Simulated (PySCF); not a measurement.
Si(H)(Cl)3 cation (Cl3HSi), SMILES Cl[SiH](Cl)Cl (connectivity only; charge and spin as stated), charge +1, multiplicity 2. Atoms are numbered in the order given.

```xyz
5

Si     0.0000     0.0000     0.1993
Cl    -1.7121    -0.9885    -0.0906
Cl     0.0000     1.9770    -0.0906
Cl     1.7121    -0.9885    -0.0906
H      0.0000     0.0000     1.8317
```
Charge +1, spin multiplicity 2.

The structure is a stationary point at PBE0-D3(BJ)/def2-SVP. The spin state was assumed, not searched. The isomer is the one that the SMILES or the coordinates give; other isomers of the formula were not compared.

Computed with PySCF with PBE/pcH-1.

Unrestricted Kohn–Sham, ⟨S²⟩ = 0.754. Hyperfine tensors hold the contact and dipolar terms, without spin-orbit corrections.

Computed hyperfine couplings:
```tsv
nucleus	A(iso) (MHz)	A(iso) (G)	dipolar principal values (MHz)
29Si no. 1	65.7	23.4	-7.8, 3.9, 3.9
35Cl no. 2	-0.5	-0.2	-36.8, -36.0, 72.8
35Cl no. 3	-0.5	-0.2	-36.8, -36.0, 72.8
35Cl no. 4	-0.5	-0.2	-36.8, -36.0, 72.8
1H no. 5	783.4	279.5	-7.0, -7.0, 14.0
```

Task: And the g tensor (effective nuclear charges for spin-orbit coupling, GIAO)? (An estimate is asked for; the answer gives what the named calculation found.)

Result: principal values 2.0169, 2.0514, 2.0514; isotropic 2.0399.
